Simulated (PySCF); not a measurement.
**EPR parameters of C6H6F3O**

Compound: C6H6F3O (doublet state).
Cartesian coordinates in Å at the GFN2-xTB level; atoms count from 1:
```
atom  x, y, z in Å
C1     0.3294    2.2113    0.1598
C2    -0.0431    0.7707    0.1335
O3    -1.3201    0.5683    0.7173
C4    -1.8310   -0.6394    0.7805
F5    -3.0264   -0.5716    1.3633
F6    -2.0223   -1.2259   -0.4155
F7    -1.1056   -1.5150    1.5000
C8     0.7169   -0.2171   -0.3718
C9     1.8716   -0.5931   -0.9811
C10    0.9136   -1.6737   -0.6746
H11   -0.4041    2.7997   -0.3910
H12    1.3096    2.3416   -0.2861
H13    0.3428    2.5779    1.1859
H14    2.8094   -0.3346   -1.4002
H15    0.3367   -2.1298   -1.4739
H16    1.1151   -2.3603    0.1425
```

The hyperfine couplings belong to this conformer and change with its torsions.

As a line formula: `C/C(OC(F)(F)F)=C1\[CH]C1` [radical].

Method used: UKS B3LYP, pcH-1 on C F H O, non-relativistic, mean-field spin-orbit, GIAO in PySCF. Isolated species at its GFN2-xTB geometry (one conformer only). Couplings are sensitive to structure, and on GFN2-xTB geometries they can be far from those on DFT ones. The SCF solution wasn't tested for stability. ⟨S²⟩ is 0.774 where a pure state has 0.75.

| Item | Value |
| --- | --- |
| g1, g2, g3 | 2.00238, 2.00294, 2.00332 |
| g_iso | 2.00288 |
| Form of g | rhombic: the two nearest values differ by 40 % of g3 − g1 |
| ⟨S²⟩ | 0.7736 (exact 0.7500) |
| α and β electrons | 39, 38 |

Isotropic coupling and dipolar principal values T1 to T3, in 10⁻⁴ cm⁻¹ (1 × 10⁻⁴ cm⁻¹ = 2.998 MHz):

```tsv
atom	isotope	a_iso	T1	T2	T3	Mulliken spin population
C1	13C	-6.0	-0.3	0.1	0.2	-0.04
C2	13C	17.7	-15.3	-15.2	30.5	0.50
O3	17O	-2.1	-7.2	3.3	3.9	0.03
C4	13C	-0.6	-0.3	0.0	0.3	0.00
F5	19F	-0.8	-1.0	0.0	1.1	0.00
F6	19F	-0.2	-2.7	-1.8	4.5	0.00
F7	19F	-0.1	-2.6	-1.8	4.4	0.00
C8	13C	-17.3	-9.4	2.6	6.8	-0.22
C9	13C	23.1	-19.9	-18.4	38.3	0.71
C10	13C	-5.8	-0.9	0.1	0.8	-0.04
H11	1H	17.2	-0.9	-0.7	1.7	0.02
H12	1H	0.3	-1.0	-0.5	1.4	0.00
H13	1H	17.0	-0.9	-0.7	1.7	0.02
H14	1H	-17.1	-9.1	-0.1	9.2	-0.03
H15	1H	19.5	-1.0	-0.8	1.8	0.02
H16	1H	19.6	-1.0	-0.8	1.8	0.02
```

Largest spin populations (Mulliken): C9 (+0.71), C2 (+0.50) and C8 (-0.22). The angles at C9 add up to 360.0°, so it is planar; its axial dipolar tensor and the negative coupling of its proton fit spin in a p orbital normal to that plane.

Axes: g2 points within 5° of the C9–H14 bond and g3 points within 7° of the C8–C10 bond.

Under fast tumbling the dipolar parts average out, and these isotropic splittings remain: 2 × 1H (H15/H16, I = 1/2, 3 lines) with 2.09 mT, 1 × 1H (H14, I = 1/2, 2 lines) with 1.83 mT, 3 × 1H (H11/H12/H13, I = 1/2, 4 lines) with 1.23 mT and 3 × 19F (F5/F6/F7, I = 1/2, 4 lines) with 0.04 mT.

Class means assume fast exchange of nuclei equivalent by connectivity; if that motion is slow, each nucleus keeps its own coupling. The three 1H nuclei of mean +34.4 MHz run from 0.8 to 51.5 MHz in the frozen geometry.

The 17O coupling of O3 (-6.4 MHz) shows only in satellite lines or after enrichment, since that isotope makes up about 0.038 % of natural oxygen.

The 13C coupling of C9 (69.4 MHz) shows only in satellite lines or after enrichment, since that isotope makes up about 1.07 % of natural carbon.

The spin density at the nucleus, in bohr⁻³, is negative for C8 (-0.0462), C1 (-0.0159) and C10 (-0.0156), for instance. A restricted open-shell determinant has no negative spin density anywhere; here it arises because α and β orbitals differ (spin polarisation).
